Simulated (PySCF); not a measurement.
HO2Si, SMILES [OH+]=[Si]=O, charge +1.

Coordinates come from a B3LYP-D3(BJ)/def2-TZVP optimisation. The isomer is the one that the SMILES or the coordinates give; other isomers of the formula were not compared.

Calculation: B3LYP-D3(BJ)/def2-TZVP (PySCF).

Frequencies are harmonic and unscaled.

```tsv
mode	ν (cm⁻¹)	IR (km/mol)	moving atoms (share of kinetic energy)
1	230	42.9	Si 52 %, O 41 %
2	240	10.2	Si 47 %, O 34 %, H 19 %
3	419	210.7	H 79 %, O 19 %
4	968	8.5	O 91 %, H 8 %
5	1443	71.6	Si 53 %, O 45 %
6	3726	646.6	H 94 %
```
